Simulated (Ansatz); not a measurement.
Wavefunction ladder for C₃F₆, SMILES `FC(F)=C(F)C(F)(F)F`

Z-matrix (Å, degrees):
```
C
F 1 1.328
C 1 1.496 2 111.9
F 1 1.336 2 108.3 3 122.1
F 1 1.336 2 108.3 3 -122.1
F 3 1.331 1 113.4 2 -180.0
C 3 1.326 1 127.4 2 0.0
F 7 1.303 3 122.4 1 180.0
F 7 1.301 3 125.6 1 -0.0
```

The species carries charge 0 and has multiplicity 1. The geometry is a stationary point of PBE0-D4/def2-TZVP. Frozen core, restricted reference, the Gaussian-basis code of Ansatz. CBS rows extrapolate triple and quadruple zeta; past MP2 they add the triple-zeta difference.

```tsv
basis	HF (Eh)	MP2 corr.	CCSD corr.	(T)	CCSD(T) total
def2-SVP	-709.61541	?	-1.49480	?	?
def2-TZVPP	-710.49969	?	-1.94016	-0.06685	?
def2-QZVPP	?	-2.10803	–	–	–
CBS(def2)	-710.53432	-2.23767	-2.24481	as TZ	-712.84598
```

(1) Fill in the withheld values. (An estimate is asked.)

## Answers

(1) Computed: def2-SVP MP2 corr.: -1.47134; def2-SVP (T): -0.03414; def2-SVP CCSD(T) total: -711.14435; def2-TZVPP MP2 corr.: -1.93301; def2-TZVPP CCSD(T) total: -712.50670; def2-QZVPP HF (Eh): -710.53013.
